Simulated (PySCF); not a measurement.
**PdS₂⁺: fields on a plane**

Computed with UPBE in PySCF with Pd def2-SVP with ECP28, S def2-SVP; scalar-relativistic core potentials, no spin–orbit coupling; density-fitted integrals.

The doublet minimum has Pd–S 2.313 Å (×2), S–S 1.965 Å; Pd–S–S 64.9° (×2), S–Pd–S 50.3°.

The plane holds Pd1 at (0.00, 0.00), S2 at (2.31, 0.00), S3 at (1.48, 1.78) Å. Columns run from x = -1.95 to 4.65 Å, rows from y = 4.05 (top) to -1.95 Å, in steps of 0.3 Å. Other isomers or separated fragments may lie lower. Core electrons replaced by a potential are absent, the electrostatic potential uses the reduced nuclear charge, and values within about 0.7 Å of such atoms have no physical meaning.

Task: Give the spin density (e/Å³) (cut at ±0.5 e/Å³). Lower edges of the bins (e/Å³): '0' -0.0467, '1' -0.0393, '2' -0.0319, '3' -0.0245, '4' -0.0171, '5' -0.0097, '6' -0.0023, '7' 0.0051, '8' 0.0125, '9' 0.0199; top 0.03.

Result: 
```
66666666666666666666666
66666666666666666666666
66666666666666666666666
66666666666666666666666
66666666665556666666666
66666666655555666666666
66666666654556666666666
66666666655676666666666
66666666666976666666666
66666666666665566666666
66666665666655566666666
66666654566655556666666
66655450466666666666666
66654055556666766666666
66665655045666965566666
66666406456666555566666
66666545666665545566666
66666556666666555666666
66666666666666666666666
66666666666666666666666
66666666666666666666666
```

Task: Give the electron density (e/Å³) (cut at 5 e/Å³). Lower edges of the bins (e/Å³): '_' 0.000, '.' 0.030, ':' 0.076, '-' 0.151, '=' 0.268, '+' 0.455, '*' 0.750, '#' 1.218, '%' 1.960, '@' 3.136; top 5.00, each point printed twice.

Result: 
```
______________________________________________
______________________________________________
______________________....____________________
__________________....::::....________________
________________..::--====--::..______________
______________..::==++****++==::..____________
____________..::--++**####**++--..____________
____________..::==**%%@@@@##**==::..__________
__________..::--==**%%@@@@##**==::..__________
________..::----==**##%%%%##**==--....________
______..::==++++++++**********++--::..________
____..::==##%%%%**++++++********++--::..______
____..--**@@@@@@@@##++++**##%%##**++--..______
____..==##@@@@@@@@%%++++**@@@@@@##++--..______
____::==%%@@@@@@@@%%++++**@@@@@@##++--..______
____..--**@@@@@@@@**++++**##%%##**++--..______
____..::==**%%%%##++--==++++****++--::..______
______..::--======--::::----====--::..________
__________....::::........::::::....__________
______________________________________________
______________________________________________
```

Other spin states or occupations of the open shell can lie lower.
